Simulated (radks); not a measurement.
Problem. These are the eigenvalues of the occupied orbitals of an atom or ion with whole-number occupations (eV). Calculated with a radial shooting solver on a logarithmic mesh with Libxc functionals: Dirac Kohn-Sham, LDA (Slater exchange, Perdew-Wang correlation), spin-unpolarised, spherical densities, finite nucleus; Fermi nuclear charge, rms radius of each element as measured or else 0.836 A^(1/3) + 0.57 fm.

orbital  eigenvalue
1s1/2     -69319.92
2s1/2     -11963.66
2p1/2     -11447.49
2p3/2     -10096.30
3s1/2     -2759.552
3p1/2     -2528.450
3p3/2     -2236.362
3d3/2     -1844.688
3d5/2     -1781.106
4s1/2     -573.6061
4p1/2     -477.6713
4p3/2     -409.7412
4d3/2     -251.5895
4d5/2     -239.0705
5s1/2      -85.4435
5p1/2      -56.9139
5p3/2      -46.9958
4f5/2      -40.9891
4f7/2      -38.7474
6s1/2      -11.2784
5d3/2      -11.2751
5d5/2      -10.4911
6f5/2       -0.3696
6f7/2       -0.3696

Which element is it, and in what charge state? The configuration may be excited. Open shells, if any, are shared by 2j + 1.

Solution. Z = 74, tungsten, charge 0: W in [Xe] 4f14 5d4 6s1 6f1. The list shows which subshells hold electrons but not how many an open one holds; the 1s level, -2547.5 hartree, gives Z - s = 71.4 by -(Z - s)^2/2, which with screening and relativity narrows Z to a few neighbours, and the depths of the outer levels then fix element, charge and occupations together.
